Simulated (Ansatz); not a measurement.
Gas-phase electronic energies from Ansatz, PBE0-D4/def2-TZVP geometries. CCSD(T)/CBS adds triple-zeta CCSD(T) − MP2 to the extrapolated MP2 energy (def2 sets, frozen cores). This one scheme is used for every species. Functionals use def2-TZVPP. B3LYP here is the variant with VWN-RPA as its local correlation; programs differ in this. One conformer a species, not always the lowest.

Consider the formal exchange of groups at a B–Si bond: `CB[SiH3]` + `[SiH3]BCl` → `CBB([SiH3])Cl` + SiH₄.

```json
{"level": "PBE-D4", "ΔE (kJ/mol)": "-19.1"}
{"level": "ωB97X-V", "ΔE (kJ/mol)": "-16.8"}
{"level": "PBE0", "ΔE (kJ/mol)": "-15.6"}
{"level": "B3LYP", "ΔE (kJ/mol)": "-17.0"}
{"level": "SCS-MP2/def2-TZVPP", "ΔE (kJ/mol)": "-17.1"}
{"level": "CCSD/def2-TZVPP", "ΔE (kJ/mol)": "-15.4"}
{"level": "HF/def2-QZVPP", "ΔE (kJ/mol)": "-14.4"}
{"level": "MP2/CBS(def2)", "ΔE (kJ/mol)": "-19.0"}
```

Problem. What does CCSD(T)/CBS give? (Best estimate.)

Solution. Computed: -16.6 kJ/mol. The listed levels differ from it by -2.5, -0.2, 1.0, -0.4, -0.5, 1.2, 2.2, -2.4 kJ/mol.

Largest T1 diagnostic among the species: 0.014.

The D4 term adds −3.9 kJ/mol with B3LYP and −2.5 kJ/mol with PBE0; it sums over pairs of atoms, weighted by their polarisabilities, and B3LYP, whose exchange is more repulsive, gets the larger term.
